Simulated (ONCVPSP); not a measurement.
# Configuration tests for Cs (ONCV)

ONCVPSP 4.0.1 input, shortened (lines: element, Z, core and valence counts, functional; n l f; lmax; l rc ep ncon nbas qcut; lloc lpopt rc5 dvloc0; l nproj debl; icmod fcfact rcfact), PBEsol, scalar-relativistic:

```
  Cs 55.00    9    3  -116133      upf
    1    0    2.00
    2    0    2.00
    2    1    6.00
    3    0    2.00
    3    1    6.00
    3    2   10.00
    4    0    2.00
    4    1    6.00
    4    2   10.00
    5    0    2.00
    5    1    6.00
    6    0    0.75
    2
    0    3.00    0.00    4    8    3.60
    1    2.00    0.00    4    8    4.20
    2    2.50    0.02    3    7    3.30
    4    3    1.95    0.00
    0    2    1.70
    1    1    0.90
    2    2    1.70
    3    2.25    1.40
```

In the d channel the program set the typed energies aside and used 0.050, 1.750 Ha.

Energies are relative to the spin-unpolarised reference configuration 5s2 5p6 6s0.75; without spin polarisation the order of configurations can differ from experiment.

```tsv
valence configuration	charge	ΔE all-electron (eV)	error AE − PS (meV)
5s2 5p6 6s0	+1	3.168	-0.4
5s2 5p6 6s0.5	+0.5	0.834	-0.1
5s1 5p6 6s1	+1	31.115	-210
```

Problem. What are ΔE and the potential's error for 5s2 5p6 6s1?

Solution. ΔE = -0.624 eV all-electron; the error (AE − PS) is 0.0 meV.

Levels in the configuration 5s2 5p6 6s0.5:

| level | all-electron (eV) | pseudo (eV) |
| --- | --- | --- |
| 5s | -29.214 | -29.216 |
| 5p | -15.953 | -15.953 |
| 6s | -3.765 | -3.765 |
